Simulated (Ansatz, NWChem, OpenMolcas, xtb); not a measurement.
# Ligand exchange: C2H5BrSi + CHClF2 → C2H5ClSi + CHBrF2

Gas-phase species: C2H5BrSi `C=C[SiH2]Br`, singlet; CHClF2 (difluorochloromethane) `FC(F)Cl`, singlet; C2H5ClSi `C=C[SiH2]Cl`, singlet; CHBrF2 (bromodifluoromethane) `FC(F)Br`, singlet. The partners trade Br for Cl: Si–Br and C–Cl bonds give way to Si–Cl and C–Br.

Shapes, held fixed at every level: PBE0-D4/def2-TZVP. Flexible molecules stand in one conformer, not always the lowest. Programs: Ansatz 0.2.0, NWChem 7.3.0, OpenMolcas 26.06, xtb 6.7.1. The zero-point and thermal change to 298 K, harmonic and unscaled (PBE0-D4/def2-TZVP), is -0.3 kJ/mol.

```tsv
level	kind	ΔH(298 K) (kJ/mol)	less CCSD(T)/def2-TZVPP
GFN2-xTB	semi-empirical	+14.6	+15.4
B3LYP/6-31G* (Cartesian functions)	global hybrid	-1.7	-0.9
B3LYP-D4/def2-TZVPP	global hybrid	-2.6	-1.8
PBE0-D4/def2-TZVPP	global hybrid	+1.6	+2.4
wB97M-V/def2-TZVPP	range-separated hybrid	+0.2	+1.0
wB97X-V/def2-TZVPP	range-separated hybrid	+0.5	+1.3
MP2/def2-SVP	perturbation theory	+9.1	+9.9
CCSD(T)/def2-SVP	coupled cluster or CI	+7.5	+8.3
CCSD(T)/def2-TZVPP	coupled cluster or CI	-0.8	0.0
```

The highest level, CCSD(T)/def2-TZVPP, gives ΔH(298 K) = -0.8 kJ/mol; the levels span -2.6 to +14.6. That is about zero within the method's error. They disagree on the sign: 6 of 9 are positive. The column of differences is taken from that level and isn't an error. No measured value is set beside it here. Relativity is left out for Br. Outer-core shells of Br are correlated, in sets that cover them unevenly.
